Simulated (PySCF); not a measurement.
A calculated (LDA, PySCF 2.14, x2c-TZVPall, scalar relativity by spin-free X2C-1e) atom or ion has these occupied shells.

```tsv
shell	electrons	orbital energy (eV)	rms radius, mean of both spins (bohr)
1s	2	-1511.8	0.140
2s	2	-115.82	0.688
2p	6	-78.075	0.682
3s	2	-14.920	2.55
```

(1) Name the element and its charge.

Answers

(1) Al+ (aluminium, charge +1), in [Ne] 3s2, closed-shell 1S.
